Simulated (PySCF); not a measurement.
Molecule: `C[CH](C)[Ga@@H-]([CH3])[AsH3+]`, C4H14AsGa.

Geometry:
```json
{"atom": "C1", "x (Å)": "1.432", "y (Å)": "0.455", "z (Å)": "-1.222"}
{"atom": "C2", "x (Å)": "1.307", "y (Å)": "0.108", "z (Å)": "0.257"}
{"atom": "C3", "x (Å)": "1.790", "y (Å)": "-1.308", "z (Å)": "0.548"}
{"atom": "Ga4", "x (Å)": "-0.522", "y (Å)": "0.479", "z (Å)": "0.990"}
{"atom": "C5", "x (Å)": "-1.518", "y (Å)": "2.089", "z (Å)": "0.380"}
{"atom": "As6", "x (Å)": "-1.872", "y (Å)": "-1.359", "z (Å)": "-0.462"}
{"atom": "H7", "x (Å)": "2.468", "y (Å)": "0.335", "z (Å)": "-1.590"}
{"atom": "H8", "x (Å)": "1.126", "y (Å)": "1.492", "z (Å)": "-1.436"}
{"atom": "H9", "x (Å)": "0.802", "y (Å)": "-0.201", "z (Å)": "-1.850"}
{"atom": "H10", "x (Å)": "1.953", "y (Å)": "0.807", "z (Å)": "0.824"}
{"atom": "H11", "x (Å)": "1.187", "y (Å)": "-2.063", "z (Å)": "0.011"}
{"atom": "H12", "x (Å)": "2.837", "y (Å)": "-1.463", "z (Å)": "0.227"}
{"atom": "H13", "x (Å)": "1.731", "y (Å)": "-1.557", "z (Å)": "1.619"}
{"atom": "H14", "x (Å)": "-0.910", "y (Å)": "-0.173", "z (Å)": "2.386"}
{"atom": "H15", "x (Å)": "-1.226", "y (Å)": "2.947", "z (Å)": "1.008"}
{"atom": "H16", "x (Å)": "-1.290", "y (Å)": "2.352", "z (Å)": "-0.664"}
{"atom": "H17", "x (Å)": "-2.609", "y (Å)": "1.976", "z (Å)": "0.482"}
{"atom": "H18", "x (Å)": "-1.993", "y (Å)": "-1.246", "z (Å)": "-1.967"}
{"atom": "H19", "x (Å)": "-1.508", "y (Å)": "-2.827", "z (Å)": "-0.431"}
{"atom": "H20", "x (Å)": "-3.348", "y (Å)": "-1.544", "z (Å)": "-0.189"}
```

Geometry PBE0-D3(BJ)/def2-SVP throughout; GIAO in PySCF 2.14.0 with density-fitted response routines, gas phase, one conformer, non-relativistic; equivalent atoms averaged; basis pcSseg-1.

Problem. How do the shifts δ (against TMS, GaH4- at the same level) depend on the functional? (a selection of nuclei; ppm; last column core-seconds on shared hosts with different chips, so compare them loosely; the GGAs took longer than the global hybrids here, which isn't the general rule, and the cause wasn't traced)

Solution. 
| functional | kind | C3 | C1 | C5 | Ga4 | H14 | H18/H19/H20 | H11/H12/H13 | H10 | H15/H16/H17 | core-s |
| --- | --- | --- | --- | --- | --- | --- | --- | --- | --- | --- | --- |
| HF | Hartree–Fock | 22.2 | 21.5 | -12.8 | 272.3 | 3.99 | 3.30 | 1.02 | -0.06 | -0.45 | 26 |
| LDA | LDA | 25.6 | 24.3 | -9.9 | 418.5 | 5.38 | 3.35 | 1.23 | 0.81 | -0.14 | 50 |
| PBE | GGA | 25.8 | 24.6 | -9.4 | 371.2 | 5.00 | 3.20 | 1.22 | 0.69 | -0.18 | 60 |
| BLYP | GGA | 26.4 | 25.3 | -8.8 | 379.0 | 4.98 | 3.13 | 1.24 | 0.67 | -0.14 | 59 |
| BP86 | GGA | 26.0 | 24.9 | -8.7 | 377.3 | 5.06 | 3.24 | 1.23 | 0.71 | -0.14 | 60 |
| OPBE | GGA | 23.8 | 22.9 | -8.7 | 323.7 | 4.70 | 3.25 | 1.15 | 0.59 | -0.25 | 57 |
| KT2 | GGA | 26.1 | 25.0 | -9.3 | 356.8 | 4.97 | 3.19 | 1.24 | 0.73 | -0.18 | 47 |
| KT3 | GGA | 25.2 | 24.2 | -8.8 | 324.4 | 4.62 | 3.09 | 1.19 | 0.61 | -0.23 | 52 |
| B97-D | GGA | 25.7 | 24.7 | -8.1 | 361.5 | 4.93 | 3.22 | 1.24 | 0.66 | -0.14 | 46 |
| B3LYP | global hybrid | 25.4 | 24.3 | -9.9 | 355.3 | 4.74 | 3.17 | 1.18 | 0.50 | -0.22 | 36 |
| PBE0 | global hybrid | 24.6 | 23.6 | -10.5 | 340.6 | 4.69 | 3.25 | 1.14 | 0.47 | -0.27 | 36 |
| mPW1PW91 | global hybrid | 24.5 | 23.5 | -10.2 | 338.6 | 4.67 | 3.25 | 1.14 | 0.46 | -0.26 | 36 |
| WP04 | global hybrid | 24.8 | 24.2 | -7.2 | 297.8 | 4.03 | 2.90 | 1.06 | 0.42 | -0.24 | 36 |
| B97-2 | global hybrid | 24.6 | 23.7 | -9.6 | 335.1 | 4.63 | 3.23 | 1.15 | 0.47 | -0.25 | 34 |
| BHandHLYP | global hybrid | 24.1 | 23.2 | -11.3 | 321.3 | 4.41 | 3.21 | 1.10 | 0.28 | -0.32 | 34 |
| CAM-B3LYP | range-separated hybrid | 24.1 | 23.1 | -11.1 | 358.1 | 4.65 | 3.20 | 1.12 | 0.40 | -0.27 | 51 |
| wB97X-D | range-separated hybrid | 24.2 | 23.3 | -10.6 | 350.9 | 4.64 | 3.21 | 1.11 | 0.38 | -0.29 | 48 |
| LC-wPBE | range-separated hybrid | 22.3 | 21.5 | -11.3 | 344.1 | 4.47 | 3.26 | 1.04 | 0.32 | -0.32 | 58 |

Problem. Which nucleus among those listed moves most, in ppm?

Solution. Ga4 (Ga bonded to 2 C, As, H): from 272.3 ppm with HF to 418.5 ppm with LDA. The smallest spread is 0.22 ppm, at H11/H12/H13. Proton shifts span only some 12 ppm, so a few tenths of a ppm matter as much there as several ppm in carbon.

Relativistic effects, spin–orbit coupling among them, are left out; they matter for As, Ga and for the light atoms bonded to it.
